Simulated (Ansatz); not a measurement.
`[SiH3][CH]1[CH2][GaH]1` and `[CH2]1[CH2][GaH]1` differ in one atom or group.

Ansatz, PBE0-D4/def2-TZVP geometries, multiplicity 1. 

Scalar relativity is left out up to krypton.

```tsv
property	`[SiH3][CH]1[CH2][GaH]1`
HOMO energy (PBE/def2-TZVPP) / eV	-5.22
HOMO energy (PBE0/def2-TZVPP) / eV	-6.01
HOMO–LUMO gap (ωB97M-V/def2-TZVPP) / eV	8.63
LUMO energy (ωB97M-V/def2-TZVPP) / eV	0.71
HOMO–LUMO gap (B3LYP/def2-TZVPP) / eV	4.59
HOMO energy (B3LYP/def2-TZVPP) / eV	-5.88
```

Task: Give the same properties after the change, and the shifts. (An estimate is asked.)

Result: Computed: 
| property | `[CH2]1[CH2][GaH]1` | shift |
| --- | --- | --- |
| HOMO energy (PBE/def2-TZVPP) / eV | -4.55 | 0.67 |
| HOMO energy (PBE0/def2-TZVPP) / eV | -5.56 | 0.45 |
| HOMO–LUMO gap (ωB97M-V/def2-TZVPP) / eV | 8.02 | -0.61 |
| LUMO energy (ωB97M-V/def2-TZVPP) / eV | 0.33 | -0.38 |
| HOMO–LUMO gap (B3LYP/def2-TZVPP) / eV | 3.74 | -0.85 |
| HOMO energy (B3LYP/def2-TZVPP) / eV | -5.39 | 0.49 |

With PBE0 the HOMO rises by 0.45 eV and the LUMO falls by 0.24 eV, so the gap narrows by about 0.69 eV. PBE moves the HOMO by 0.67 eV and ωB97M-V by 0.23 eV.

B3LYP here is the variant with VWN-RPA as its local correlation; programs differ in this.
